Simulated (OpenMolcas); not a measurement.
## Si: effect of the IPEA shift

```json
{"Program": "OpenMolcas", "Basis": "ANO-RCC-VQZP [6s5p3d2f1g]", "Scalar Hamiltonian": "DKH2, point nucleus", "Active space": "4 electrons in 4 orbitals (3s 3p)", "State averaging": "2S+1 = 3 even, 3 roots; 2S+1 = 1 even, 6 roots; 2S+1 = 5 odd, 1 root; 2S+1 = 3 odd, 8 roots", "Spin-orbit coupling": "state interaction with AMFI integrals over the reference wave functions, term energies averaged over their components"}
```

Methods on the same reference wave functions:
A. CASSCF
B. SS-CASPT2, IPEA 0 Eh, imaginary shift 0.1 Eh (closed shells correlated: 2s 2p)
C. SS-CASPT2, IPEA 0.25 Eh, imaginary shift 0.1 Eh (closed shells correlated: 2s 2p)

Energies in cm-1 above 3s2 3p2 3P0, the measured ground level; measured values from NIST Handbook of Basic Atomic Spectroscopic Data.

```tsv
Level	A	B	C	Measured
3s2 3p2 3P0	0.0	0.0	0.0	0.0
3s2 3p2 3P1	66.3	66.6	66.7	77.1
3s2 3p2 3P2	194	194	193	223
3s2 3p2 1D2	8841	6340	5580	6299
3s2 3p2 1S0	15555	13870	13440	15394
3s 3p3 5S* 2	22838	31350	30330	33326
3s 3p3 3D* 2	54217	43440	45420	
3s 3p3 3D* 1	54218	43440	45420	
3s 3p3 3D* 3	54219	43440	45420	45322
3s 3p3 3P* 0	62984	55600	56870	
3s 3p3 3P* 1	62985	55600	56870	
3s 3p3 3P* 2	62986	55600	56870
```

Deviations, from unrounded energies. A percentage is the sum of absolute deviations over the sum of measured energies, with the sign that they share, or ± where signs differ.

```csv
Against measurement,Levels,A,B,C
mean absolute deviation (cm-1),6,3700,910,970
fine structure of the ground term (%),2,-13.4,-13.4,-13.4
other terms of the ground configuration (%),2,+12.5,±7.2,-12.3
other configurations (%),2,±24.6,-4.9,±3.9
```

B lies closest to measurement on these levels and A furthest from it. The largest miss of B in the table is 3s 3p3 5S* 2, by -2000 cm-1. The ranking rests on the paired levels alone, and a cruder setting can come out closer through cancelling errors.

Between B and C the level of the table that moves most is 3s 3p3 3D* 3, by 2000 cm-1 (lowest in B, highest in C). Moves below CASPT2's spread within the term are not significant.

The mean deviations of B to C differ by less than CASPT2's widest spread within a term (270 cm-1), so their order carries little weight.

From A to B the spin-free energies of the other terms of 3s2 3p2 shown, above 3P, scale by factors of 0.71 to 0.89.

The lowest spin-free term lies below A's lowest term by 0.120 hartree in B, 0.110 hartree in C.

Term energies are means over components that CASPT2 splits; among the terms shown or strongly mixed into the levels shown the widest spread is 270 cm-1 (3s 3p3 3D*, C). Over all roots computed the reference weight is 0.85 to 0.97 in B, 0.86 to 0.98 in C; the roots of lowest weight are the least certain, and an intruder state may touch them. Terms of s pⁿ other than that of highest spin mix with s² pⁿ⁻² d, which this space lacks; all of them can be thousands of cm-1 off, and some have no real level of that name. Without dynamic correlation excited terms often stand tens of per cent too high (terms of higher spin than the ground term too low), and those without a measured partner can miss by more than the paired ones (holds for A). Measured partners are found by configuration, term and J. A level has none where our copy of the source lacks it or the pairing is in doubt (some pairs that miss far off the trend of their configuration count as doubtful), and it then counts in no deviation. Only configurations of the active space appear.

* marks odd parity.
